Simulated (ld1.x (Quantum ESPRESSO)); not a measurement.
# Zr PAW: all-electron and pseudo phase curves

ld1.x (Quantum ESPRESSO) 7.5 input, shortened:

```
&input
   title='Zr', zed=40., rel=1, dft='PBE', iswitch=3,
   config='[Kr] 4d2 4f-2 5s2 5p0'
 /
 &inputp
   pseudotype=3, lpaw=.true., tm=.true., lloc=-1, rcloc=1.50,
   nlcc=.true., new_core_ps=.true., rcore=1.05,
   which_augfun='PSQ', rmatch_augfun_nc=.true.
 /
8
4S  1  0   2.00   0.00  1.55  1.85  0.0
5S  2  0   2.00   0.00  1.55  1.85  0.0
4P  2  1   6.00   0.00  2.15  2.60  0.0
5P  3  1   0.00   0.00  2.15  2.60  0.0
4D  3  2   2.00   0.00  2.40  2.84  0.0
4D  3  2   0.00   3.00  2.40  2.84  0.0
4F  4  3  -2.00   0.05  1.85  2.25  0.0
4F  4  3  -2.00   2.65  1.85  2.25  0.0
 &test
   configts(1)='4s2 4p6 4d2 5s2 5p0'
 /
```

The phase is arctan(r·u′/u) with u = r·R(r), unwrapped; energies in Ry, scanned from -6 to 5 Ry. A pole is an energy at which the radial function vanishes at the test radius. The pseudo phase is shifted by a multiple of π to meet the all-electron one at the reference energy, and phase errors are pseudo minus all-electron; the curves can meet again beyond the range given. Levels narrower than the energy grid can be missing from the lists of poles.

Problem. For each channel, where are the poles, and over which energies does the pseudopotential scatter like the atom?

Solution.

| channel | radius (bohr) | reference energy (Ry) | poles, all-electron | poles, pseudo | unbroken range about the reference energy with phases within 0.05 rad | phase error 1 Ry above the reference energy (rad) |
| --- | --- | --- | --- | --- | --- | --- |
| s | 3.10 | -0.33 | -3.99, 1.51 | -3.99, 1.53, 3.95 | below 3.5 | +0.001 |
| p | 3.10 | -0.11 | -2.34, 2.48 | -2.32, -2.16, 1.85 | -1.9 to 0.3 | -0.091 |
| d | 3.10 | -0.26 | 0.10, 4.31 | 0.10, 4.27 | the whole range | -0.004 |
| f | 3.10 | 0.05 | 2.41 | 2.41 | below 3.9 | +0.000 |

The ghost test of this file was not conclusive. Its overlap operator is not positive definite in a basis up to 400 Ry (lowest eigenvalue s -0.44, p -0.58), so the file is unfit for use: the generalised eigenproblem breaks down once the basis is large enough, and its test numbers describe a broken file.

Phases in the s channel:

```json
{"E (Ry)": "-6.00", "all-electron": "1.428", "pseudo": "1.428"}
{"E (Ry)": "-5.48", "all-electron": "1.419", "pseudo": "1.419"}
{"E (Ry)": "-4.96", "all-electron": "1.409", "pseudo": "1.409"}
{"E (Ry)": "-4.44", "all-electron": "1.391", "pseudo": "1.391"}
{"E (Ry)": "-3.92", "all-electron": "-1.703", "pseudo": "-1.703"}
{"E (Ry)": "-3.40", "all-electron": "-1.761", "pseudo": "-1.761"}
{"E (Ry)": "-2.88", "all-electron": "-1.788", "pseudo": "-1.788"}
{"E (Ry)": "-2.36", "all-electron": "-1.821", "pseudo": "-1.821"}
{"E (Ry)": "-1.84", "all-electron": "-1.874", "pseudo": "-1.873"}
{"E (Ry)": "-1.32", "all-electron": "-1.969", "pseudo": "-1.969"}
{"E (Ry)": "-0.80", "all-electron": "-2.207", "pseudo": "-2.207"}
{"E (Ry)": "-0.28", "all-electron": "-3.182", "pseudo": "-3.182"}
{"E (Ry)": "0.24", "all-electron": "-4.291", "pseudo": "-4.290"}
{"E (Ry)": "0.76", "all-electron": "-4.567", "pseudo": "-4.566"}
{"E (Ry)": "1.28", "all-electron": "-4.679", "pseudo": "-4.677"}
{"E (Ry)": "1.80", "all-electron": "-4.748", "pseudo": "-4.745"}
{"E (Ry)": "2.32", "all-electron": "-4.806", "pseudo": "-4.801"}
{"E (Ry)": "2.84", "all-electron": "-4.871", "pseudo": "-4.859"}
{"E (Ry)": "3.36", "all-electron": "-4.967", "pseudo": "-4.931"}
{"E (Ry)": "3.88", "all-electron": "-5.178", "pseudo": "-7.651"}
{"E (Ry)": "4.40", "all-electron": "-6.010", "pseudo": "-9.212"}
{"E (Ry)": "4.92", "all-electron": "-7.271", "pseudo": "-10.357"}
```
